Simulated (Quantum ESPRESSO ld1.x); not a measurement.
All-electron atom: Ta38+ in [Ar] 3d10 4s2 4p5. Calculated with ld1.x of Quantum ESPRESSO 7.5: scalar-relativistic Kohn-Sham, LDA (Slater exchange, Perdew-Zunger correlation), spin-polarised, spherical densities, point nucleus; open shells are filled with parallel spins first.

Unscreened Slater integrals over Kohn-Sham orbitals (hartree). They are taken over the spin-up orbitals. Empty in this configuration: 4d, 5s.

integral,value
"F0(5s,5s)",1.2775
"F0(5s,4d)",1.5130
"G2(5s,4d)",0.17172
"F0(5s,4p)",1.5108
"G1(5s,4p)",0.15763
"F0(5s,4s)",1.5198
"G0(5s,4s)",0.11714
"F0(4d,4d)",2.1383
"F2(4d,4d)",1.0898
"F4(4d,4d)",0.74377
"F0(4d,4p)",2.1283
"F2(4d,4p)",1.0901
"G1(4d,4p)",1.3505
"G3(4d,4p)",0.86793
"F0(4d,4s)",2.1568
"G2(4d,4s)",1.0728
"F0(4p,4p)",2.1248
"F2(4p,4p)",1.1070
"F0(4p,4s)",2.1521
"G1(4p,4s)",1.4541
"F0(4s,4s)",2.1820

Derived for the open shells (J is the average intra-shell exchange parameter used in DFT+U). 4p: J = F2/5 = 0.2214 hartree.
